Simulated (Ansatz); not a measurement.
Reaction (formal exchange of groups at the Si–N bond): `N[SiH3]` + `CC1=NCO1` → `[SiH3]C1=NCO1` + CH₃NH₂

Program: Ansatz. Geometries: PBE0-D4/def2-TZVP. ΔE: electronic, gas phase. CCSD(T)/CBS is the MP2 limit (def2-TZVPP, def2-QZVPP) plus CCSD(T) − MP2 in def2-TZVPP, frozen cores. This one scheme is used for every species.

```
        species  HF/CBS(def2) energy (Eh)
      `N[SiH3]`                -346.36472
     `CC1=NCO1`                -245.88818
`[SiH3]C1=NCO1`                -496.93685
         CH₃NH₂                 -95.26299
```

Question: Work out ΔE.

Answer: ΔE = (-496.93685) + (-95.26299) − (-346.36472) − (-245.88818) = 0.05306 Eh = +139.3 kJ/mol. CCSD(T)/CBS gives +127.5 kJ/mol.

Largest T1 diagnostic among the species: 0.015.

In def2-TZVPP, CCSD(T) changes the Hartree–Fock value by −12.0 kJ/mol (the triples alone add −2.3 kJ/mol) and MP2 by −5.5 kJ/mol. From PBE to PBE0 (25 % exact exchange), in def2-TZVPP and without D4, ΔE moves by +7.5 kJ/mol.
